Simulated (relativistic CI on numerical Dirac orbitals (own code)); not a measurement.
Hyperfine structure of Ta III, mass number 181

Computed by Dirac-Coulomb-Breit CI, KLI orbitals optimised for each configuration, QED by a radiative potential, valence Slater integrals scaled by 0.85, P86 correlation energy added to each configuration (own radial code, finite nucleus).

Configuration list (outside the closed core [Xe] 4f14): 5d3, 5d 6s2, 5d2 6p, 5d 6s 6p, 5d2 5f, 5d2 5g, 5d2 6d, 5d2 7s, 5d2 7p, 5d 6p2, 5d 6s 7s, 5d 5f2, 5d2 7d, 5d2 6f, 5d 5f 6s, 5d2 7f. Levels of other configurations are missing.

Nuclear spin I = 7/2, μ = 2.365 μN, Q = 3.17 b (tables of Stone and Pyykkö). The electronic factors are computed for point nuclear moments, without core polarisation; leaving it out makes A of s and p electrons in near-neutral atoms 20 to 40 % too small, and it can dominate for d and f shells.

```json
{"Level": "5d3 4F_3/2", "E (cm⁻¹)": "0.0", "A (MHz)": "667.1", "B (MHz)": "-904"}
{"Level": "5d3 4F_5/2", "E (cm⁻¹)": "1829.0", "A (MHz)": "387", "B (MHz)": "-883"}
{"Level": "5d3 4F_7/2", "E (cm⁻¹)": "3812.2", "A (MHz)": "318.2", "B (MHz)": "-1030"}
{"Level": "5d3 4F_9/2", "E (cm⁻¹)": "5731.1", "A (MHz)": "320.5", "B (MHz)": "-1200"}
{"Level": "5d3 4P_3/2", "E (cm⁻¹)": "9508.7", "A (MHz)": "348.7", "B (MHz)": "-1480"}
{"Level": "5d3 4P_1/2", "E (cm⁻¹)": "10190.5", "A (MHz)": "-423.9", "B (MHz)": ""}
{"Level": "5d3 2G_7/2", "E (cm⁻¹)": "11989.1", "A (MHz)": "454.6", "B (MHz)": "1210"}
{"Level": "5d3 4P_5/2", "E (cm⁻¹)": "12903.7", "A (MHz)": "97.96", "B (MHz)": "1780"}
```

Levels with J = 0, under 50 % of one LS term, or S terms without an open s electron are left out. Small factors come from cancelling terms and can be off by tens of per cent or more.

Correlation outside the listed configurations is missing or only estimated: errors of thousands of cm⁻¹ between configurations and terms are usual at this charge. Rates and lifetimes follow the computed energies and can be off by large factors. The fine structure of a lone outer electron comes out too small, for d and f at times inverted, and misplaced configurations move strength between like terms.

Task: Give the hyperfine levels of 5d3 4F_3/2 relative to its centre of gravity.

Result: With K = F(F + 1) − I(I + 1) − J(J + 1), E = AK/2 + B[¾K(K + 1) − I(I + 1)J(J + 1)]/[2I(2I − 1)J(2J − 1)]: F = 2: -4987, F = 3: -2340, F = 4: 586.6, F = 5: 3276 MHz.

LS names give the leading component of a level, which can be under half, so a name can repeat, a term be missing and a line seem to break the LS rules.
